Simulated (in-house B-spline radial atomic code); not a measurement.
Mn²⁺. Computed with a B-spline radial atomic code. Model: non-relativistic spherical atom: semilocal Troullier-Martins pseudo-atom, one channel per l, against all electrons, high spin, G0W0 and RPA with empty states to l = 8, local potential for every l without a channel, a model core (radius 0 = none) keeps its share of the functional.

What the tables leave out is listed at the end.

The pseudopotential gives back the lowest level of each angular momentum of its own functional in the configuration it was made in; a second state of the same l is only approximately right. Exact exchange, RPA and GW see the smooth pseudo-orbitals and miss the exchange with the core, for which the functional's share stands in. The column with an uncorrelated core keeps all orbitals and exact exchange, and so separates missing core correlation from pseudisation. Only the three outermost levels and the lowest empty one were computed. RPA here is direct RPA, with no exchange kernel, and its energies carry an (l + 1/2)⁻⁴ tail. A hybrid on a potential with a model core restores only its own semilocal share of the core's exchange.

Command:
```bash
python run_psgw.py task.json out
```
Settings (lengths in bohr, energies in hartree):
```
Z                      25
electrons              23
configuration          [Ar] 3d5
generated_in           [Ar] 3d5 4s2
functional             pbe,pbe
core_shells            4
radius_factor          0.8
core_correction        False
```

Run time, properties included: 30 s on 1 thread of Arm Neoverse N1, with other jobs on the host.

Given: made with PBE; model core radius 0 bohr; local radius 0.817 bohr; mean-field start PBE0.

Valence shells of the generating configuration: 3p, 3d, 4s.

Channel: s 2.018, p 0.605, d 1.822 (radii in bohr).

Computed: largest level miss in the spin-unpolarised generating configuration 0.002 eV; valence RPA correlation energy all-electron orbitals -0.61693 hartree; valence RPA correlation energy pseudo -0.78189 hartree; pseudo-atom RPA polarisability 3.1498 bohr³.

```tsv
level	occupied	mean-field all-electron (eV)	mean-field pseudo minus all (eV)	G0W0 all-electron (eV)	G0W0 uncorrelated core minus all (eV)	G0W0 pseudo minus all (eV)	exchange self-energy all-electron (eV)	exchange self-energy pseudo (eV)
3d up	1	-28.448	0.018	-33.995	0.105	0.895	-40.615	-35.181
3p down	1	-71.233	1.552	-76.86	-0.561	2.385	-43.863	-32.306
4s up (empty)	0	-18.474	-0.495	-15.632	-0.033	-1.249	-3.4374	-4.4042
```

What is the all-electron RPA polarisability, core included?

3.0174 bohr³.

Given: mean-field start Hartree-Fock.

Computed: valence RPA correlation energy all-electron orbitals -0.5405 hartree; valence RPA correlation energy pseudo -0.70068 hartree; pseudo-atom RPA polarisability 2.3492 bohr³.

```tsv
level	occupied	mean-field all-electron (eV)	mean-field pseudo minus all (eV)	G0W0 all-electron (eV)	G0W0 uncorrelated core minus all (eV)	G0W0 pseudo minus all (eV)	exchange self-energy all-electron (eV)	exchange self-energy pseudo (eV)
3d up	1	-35.059	0.644	-34.462	0.104	0.504	-41.093	-35.345
3p down	1	-78.162	3.75	-77.373	-0.475	2.046	-43.492	-32.083
4s up (empty)	0	-14.582	-1.682	-15.315	-0.019	-1.407	-2.4914	-4.6967
```

What is the all-electron RPA polarisability, core included?

2.103 bohr³.

Among the listed levels the largest G0W0 shift of the pseudo-atom is +2.38 eV, for 3p down on the PBE0 start, while leaving the core uncorrelated moves that level by -0.56 eV. So pseudisation and the lost core exchange, not the missing core correlation, make the error. Not in the tables (levels of low weight, unsolved or above zero; the highest and the empty levels are kept at any weight): on PBE, a start not tabulated, the G0W0 levels 3d up (pseudo minus all +1.52 eV, weights 0.52 and 0.86), 3p down (pseudo minus all +2.96 eV, weights 0.49 and 0.82), 3p up (pseudo minus all +2.58 eV, weights 0.17 and 0.13), 3d down (pseudo minus all +0.62 eV, weights 0.38 and 0.56); on PBE0 the G0W0 levels 3p up (pseudo minus all +1.60 eV, weights 0.40 and 0.40); on Hartree-Fock the G0W0 levels 3p up (pseudo minus all +1.83 eV, weights 0.67 and 0.37).
